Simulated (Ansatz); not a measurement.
C4H8Ge (`C#CC[CH2][GeH3]`), relaxed with RKS PBE0-D4/def2-TZVP in Ansatz from a PBE-D4/def2-SVP geometry. The force threshold is 0.005 eV/Å; the program also tests the step.

Total charge 0; spin multiplicity 1.

Start:

```xyz
13

C    -1.620   -2.776    0.227
C    -1.284   -1.613    0.050
C    -0.847   -0.233   -0.148
C     0.651   -0.018    0.152
Ge    1.241    1.850   -0.111
H    -1.925   -3.801    0.381
H    -1.073    0.071   -1.195
H    -1.464    0.437    0.492
H     1.269   -0.672   -0.498
H     0.877   -0.308    1.199
H     2.751    1.987    0.213
H     0.432    2.795    0.821
H     0.994    2.281   -1.583
```

```
        step  energy (eV)  largest force (eV/Å)  largest move (Å)
           1  -60783.7509                 1.662             0.000
           2  -60783.8103                 0.162             0.051
           3  -60783.8128                 0.023             0.010
           4  -60783.8129                 0.012             0.005
5 (rejected)  -60783.8129                 0.025             0.002
           6  -60783.8129                 0.003             0.001
```

End:

```xyz
13

C    -1.598   -2.742    0.223
C    -1.272   -1.599    0.051
C    -0.843   -0.224   -0.148
C     0.644   -0.023    0.153
Ge    1.229    1.830   -0.110
H    -1.895   -3.752    0.375
H    -1.062    0.069   -1.181
H    -1.449    0.430    0.488
H     1.246   -0.671   -0.489
H     0.859   -0.312    1.184
H     2.727    1.970    0.210
H     0.429    2.768    0.813
H     0.984    2.257   -1.569
```

Hardware: 2 threads of an AMD EPYC 7R13 on a shared host and a share of an NVIDIA H100 80 GB. Wall time 9 s, peak host memory 0.91 GiB.
